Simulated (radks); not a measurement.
Task: Isoelectronic series with 4 electrons, all held in the configuration [He] 2s2, which need not be the ground one along the series. Calculated with a radial shooting solver on a logarithmic mesh with Libxc functionals: scalar-relativistic Kohn-Sham, r2SCAN, spin-polarised, spherical densities, finite nucleus; meta-GGA in the generalised Kohn-Sham scheme; Fermi nuclear charge, rms radius of each element as measured or else 0.836 A^(1/3) + 0.57 fm. Total energies (hartree) and mean radii <r> (bohr) (* marks an orbital that is empty in some or all of the ions):

ion    E (hartree)     3s*     2p*      2s       1s
Si10+   -224.47091   1.122  0.4213  0.4801   0.1102
S12+    -296.75585  0.9589  0.3600  0.4131  0.09598
Ar14+   -379.24744  0.8376  0.3143  0.3624  0.08495
Ca16+   -472.00332  0.7435  0.2788  0.3227  0.07617
Ti18+   -575.08862  0.6683  0.2505  0.2907  0.06900
Fe22+   -812.54778  0.5554  0.2081  0.2423  0.05800
Ni24+   -947.09223  0.5120  0.1918  0.2236  0.05369
Zn26+  -1092.30734  0.4747  0.1778  0.2075  0.04995
Ge28+  -1248.30043  0.4423  0.1657  0.1934  0.04668

Estimate the row of Cr20+.

Result: E (hartree) -688.57645; 3s* 0.6067; 2p* 0.2273; 2s 0.2644; 1s 0.06304.
